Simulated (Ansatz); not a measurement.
C4H10Al2Cl4 (`C[CH2][Al@-]1([Cl])[Cl+][Al@@-]([Cl])([CH2]C)[Cl+]1`) at its PBE0-D4/def2-TZVP geometry, where that method's forces vanish. The species carries charge 0 and has multiplicity 1.

```xyz
20

C     3.2994   -0.4737    0.3930
C     2.8290   -1.5556   -0.5788
Al    0.9651   -1.4411   -1.0910
Cl    0.0033   -2.7722   -2.3987
Cl    0.4507    0.6878   -1.7775
Al   -0.7855    0.9592    0.1253
Cl    0.3035    2.2022    1.4233
C    -2.6664    1.2041   -0.2628
C    -3.5641    1.1189    0.9731
Cl   -0.3683   -1.2033    0.7570
H     4.3576   -0.5899    0.6428
H     2.7401   -0.4998    1.3316
H     3.1728    0.5290   -0.0228
H     2.9944   -2.5531   -0.1538
H     3.4254   -1.5322   -1.4990
H    -2.7881    2.1772   -0.7532
H    -2.9638    0.4561   -1.0065
H    -3.2969    1.8718    1.7191
H    -3.4914    0.1420    1.4595
H    -4.6166    1.2727    0.7192
```

(1) What forces (eV/Å) does r2SCAN-D4/def2-TZVPP give on these atoms in the Gaussian-basis code of Ansatz? (Estimate.)

## Answers

(1) Computed: 
```
C1   0.066  0.099  0.097
C2  -0.103 -0.100 -0.111
Al3  0.010  0.005  0.007
Cl4 -0.006 -0.043 -0.035
Cl5  0.018  0.037 -0.050
Al6 -0.019 -0.003 -0.008
Cl7  0.009  0.043  0.038
C8   0.144  0.007 -0.103
C9  -0.108 -0.002  0.123
Cl10-0.017 -0.038  0.051
H11 -0.011  0.012  0.006
H12  0.008  0.002 -0.010
H13  0.003 -0.010  0.006
H14  0.025 -0.002 -0.002
H15  0.022 -0.010  0.010
H16 -0.024 -0.004 -0.009
H17 -0.019  0.009 -0.007
H18 -0.006 -0.013 -0.011
H19 -0.002  0.015 -0.006
H20  0.008 -0.005  0.014
```
